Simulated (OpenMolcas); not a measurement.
Se III: effect of the active space

- Program: OpenMolcas 26.06
- Method: CASSCF or its RAS form
- Basis: ANO-R3
- Scalar Hamiltonian: X2C, finite nucleus
- Spin-orbit coupling: state interaction with AMFI integrals over the reference wave functions, term energies averaged over their components

A. 2 electrons in 3 orbitals (4p); 2S+1 = 3 even, 3 roots; 2S+1 = 1 even, 6 roots; cost about 4 core-seconds
B. 4 electrons in 4 orbitals (4s 4p); 2S+1 = 3 even, 6 roots; 2S+1 = 1 even, 11 roots; 2S+1 = 5 odd, 1 root; 2S+1 = 3 odd, 9 roots; 2S+1 = 1 odd, 8 roots; cost roughly 24 core-seconds
C. 2 electrons in 9 orbitals (RAS2 4p; RAS3 4d 5s, at most 1 electron); 2S+1 = 3 even, 3 roots; 2S+1 = 1 even, 6 roots; 2S+1 = 3 odd, 18 roots; 2S+1 = 1 odd, 18 roots; cost about 30 core-seconds

Energies in eV above 4s² 4p² ³P₀, the measured ground level; measured values from Moore, Atomic Energy Levels, vol. II, NSRDS-NBS 35 (1971 reprint of NBS Circular 467, 1952).

| Level | A | B | C | Measured |
| --- | --- | --- | --- | --- |
| 4s² 4p² ³P₀ | 0.0000 | 0.0000 | 0.0000 | 0.0000 |
| 4s² 4p² ³P₁ | 0.1824 | 0.1915 | 0.1824 | 0.2159 |
| 4s² 4p² ³P₂ | 0.4413 | 0.4472 | 0.4413 | 0.4881 |
| 4s² 4p² ¹D₂ | 1.9176 | 1.9275 | 1.9176 | 1.6158 |
| 4s² 4p² ¹S₀ | 4.2493 | 3.3925 | 4.2493 |  |

Deviations, from unrounded energies. A percentage is the sum of absolute deviations over the sum of measured energies, with the sign that they share, or ± where signs differ.

```tsv
Against measurement	Levels	A	B	C
mean absolute deviation (cm-1)	3	1000	1000	1000
fine structure of the ground term (%)	2	-11.4	-9.3	-11.4
other terms of the ground configuration (%)	1	+18.7	+19.3	+18.7
```

A, B, C lie about equally close to measurement. The largest miss of B in the table is 4s² 4p² ¹D₂, by +2500 cm-1. The ranking rests on the paired levels alone, and a cruder setting can come out closer through cancelling errors.

Among A to C the level of the table that moves most is 4s² 4p² ¹S₀, by 6900 cm-1 (lowest in B, highest in A).

With the s shell closed, the reference lacks s² → p² mixing (holds for A; C). Computed and measured levels are paired by configuration, term and J; levels that our copy of the source lacks, or whose pairing is in doubt (as where it misses far off the trend of its configuration), stay unpaired and out of the deviations. Only configurations of the active space appear. The table leaves out levels that lie high or whose names do not pair safely across all columns.
